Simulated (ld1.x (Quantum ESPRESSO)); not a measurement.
Configuration tests for gadolinium (Gd) (TM semilocal)

* Element: Gd
* Generator: ld1.x (Quantum ESPRESSO) 7.5
* Type: norm-conserving Troullier–Martins (semilocal form)
* Functional: Wu–Cohen
* Relativity: scalar-relativistic
* Frozen core: [Xe] 4f7
* Valence charge: 3
* Reference configuration: 5d1 6s0 6p0 (charge +2)
* Partial waves: 6p (bound, empty): rc 3.55 bohr; 5d (bound): rc 2.15 bohr; 6s (bound, empty): rc 2.90 bohr
* Local potential: the s channel
* Core correction: none

Energies are relative to the spin-unpolarised reference configuration 5d1 6s0 6p0; without spin polarisation the order of configurations can differ from experiment.

**Question.** Give the all-electron excitation energy and the error of the potential for: 5d1 6s2 6p0; 5d1 6s1 6p0; 5d1 6s1.5 6p0; 5d0 6s2 6p1; 5d1 6s1 6p1; 5d0 6s2 6p0; 5d1 6s0 6p1.

**Answer.**

```tsv
valence configuration	charge	ΔE all-electron (eV)	error AE − PS (meV)
5d1 6s2 6p0	0	-18.657	+630
5d1 6s1 6p0	+1	-11.984	+338
5d1 6s1.5 6p0	+0.5	-15.961	+502
5d0 6s2 6p1	0	-16.799	+906
5d1 6s1 6p1	0	-15.737	+545
5d0 6s2 6p0	+1	-12.573	+746
5d1 6s0 6p1	+1	-8.377	+280
```

Levels in the configuration 5d0 6s2 6p1:

```json
{"level": "6s", "all-electron (eV)": "-5.471", "pseudo (eV)": "-5.607"}
{"level": "6p", "all-electron (eV)": "-2.178", "pseudo (eV)": "-2.286"}
```
